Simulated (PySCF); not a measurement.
Electrostatic solvation of a mixed set.

Computed with PySCF at PBE0/pcSseg-1, non-relativistic, each on one gas-phase PBE0-D3(BJ)/def2-SVP geometry that isn't relaxed in the solvent. The solvent is an IEF-PCM continuum (Bondi radii, 1.10 Å for H, scaled by 1.2). The model holds no explicit solvent molecules, cavitation or dispersion.

Question: Order them by E(solvent) − E(gas) in chloroform (ε = 4.711), most negative first (kJ/mol).
A. `[CH3:1][C:2](=[S:3])[SiH:4]1[O:5][SiH2:6][O:7][SiH2:8][O:9]1` with C1–C2–Si4–O5 122°, C2–Si4–O5–Si6 85°, Si4–O5–Si6–O7 21°, O5–Si6–O7–Si8 -10°, Si6–O7–Si8–O9 10°
B. `[CH2:1]1[CH2:2][CH2:3][N:4]([C@H:5]2[CH2:6][CH2:7][NH:8][SiH2:9]2)[CH2:10]1` with C3–N4–C5–C6 63°, C10–C1–C2–C3 -6°, C1–C2–C3–N4 -20°, C2–C3–N4–C5 169°, N4–C5–C6–C7 163°
C. `[CH2:1]=[N:2][SiH:3]([NH2:4])[NH2:5]` with C1–N2–Si3–N4 -8°, N2–Si3–N4–H -54° and 166°, N2–Si3–N5–H 80° and -60°
D. 2-cyclobutene-1-one, `O=C1C=CC1`
E. `[H]/[N:8]=[CH:7]/[C@@H:6]1[O+:2]([BH3-:1])[CH2:3][CH2:4][CH2:5]1` with C5–C6–C7–N8 21°, B1–O2–C3–C4 162°, O2–C3–C4–C5 -37°, C3–C4–C5–C6 37°, C4–C5–C6–C7 93°

Answer: E (-28.5), C (-23.5), D (-15.6), A (-12.0), B (-9.9).

| SMILES | charge | ΔE (kJ/mol) | polarisation term (kJ/mol) | HOMO shift (eV) | dipole gas (D) | dipole solvent (D) | atoms |
| --- | --- | --- | --- | --- | --- | --- | --- |
| [H]/N=C/[C@H]1CCC[O+]1[BH3-] | 0 | -28.5 | -31.1 | -0.19 | 4.04 | 4.52 | 20 |
| C=N[SiH](N)N | 0 | -23.5 | -25.4 | -0.13 | 1.70 | 2.08 | 12 |
| O=C1C=CC1 | 0 | -15.6 | -18.1 | -0.06 | 3.33 | 4.06 | 9 |
| CC(=S)[SiH]1O[SiH2]O[SiH2]O1 | 0 | -12.0 | -13.4 | +0.02 | 2.03 | 2.61 | 17 |
| C1CCN([C@H]2CCN[SiH2]2)C1 | 0 | -9.9 | -10.6 | -0.02 | 0.98 | 1.30 | 26 |

The polarisation term is half the interaction of the solute with the induced surface charges.
